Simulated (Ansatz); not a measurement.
CH₇AlN₂Si, SMILES `[SiH3][N]1C[NH][AlH]1` from Hartree–Fock to CCSD(T)

Cartesian coordinates in Å:
```
Si -0.4166 1.3395 -1.3048
N -0.1762 -0.0016 -0.2780
C 0.6172 0.0250 0.9644
N 0.4844 -1.3576 1.4216
Al -0.5169 -1.7368 0.0200
H -1.2696 0.8902 -2.4371
H -1.0939 2.4766 -0.6135
H 0.8637 1.8795 -1.8515
H 0.2039 0.7460 1.6854
H 1.6632 0.3007 0.7630
H 0.9389 -1.6319 2.2710
H -1.2981 -2.9296 -0.6404
```

The species carries charge 0 and has multiplicity 1. The structure was optimised at the PBE0-D4/def2-TZVP level. Frozen core, restricted reference, Ansatz 0.2.0. CBS rows extrapolate triple and quadruple zeta; past MP2 they add the triple-zeta difference.

```
     basis     HF (Eh)  MP2 corr.
  def2-SVP  -681.45290   -0.63056
def2-TZVPP  -681.81855   -0.78509
def2-QZVPP  -681.84273   -0.83997
```

Problem. Estimate the CCSD correlation energy and the (T) correction in each basis where they were run (hartree).

Solution. 
| basis | CCSD corr. | (T) |
| --- | --- | --- |
| def2-SVP | -0.68306 | -0.02052 |
| def2-TZVPP | -0.82812 | -0.03380 |
| CBS(def2) | -0.92366 | as TZ |
